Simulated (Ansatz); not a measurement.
Species: sum formula SiHCl, net charge 0, singlet state. 
Geometry from a B3LYP-D3(BJ)/def2-TZVP (Ansatz, a first-principles code) optimisation:
```xyz
3

Si     0.7933    -0.2087     0.7471
H      1.8312    -0.4893    -0.3363
Cl    -0.7611     0.2007    -0.5955
```
Charge 0, spin multiplicity 1.

Property: vertical electron affinity (to the doublet state of charge -1; a negative value means that the extra electron is unbound and the number depends on the basis; each state is the SCF solution reached for its spin; for the singlet the Hartree-Fock reference is unstable and T1 is 0.013), in eV. Cores are frozen in the correlated levels unless marked. UHF or UKS for open shells. Spin-orbit coupling is left out. Non-relativistic. Anions need diffuse functions: aug- sets have them; def2-D sets add few. Basis-set limits of correlation are two-point, X^-3; Hartree-Fock from the larger set.

```tsv
level	program	vertical electron affinity (eV)
HF/aug-cc-pV(Q+d)Z	Ansatz	0.63
```

Estimate the value at CCSD(T)/CBS(def2-TZVPPD,def2-QZVPPD) as computed with Ansatz.

1.02 eV
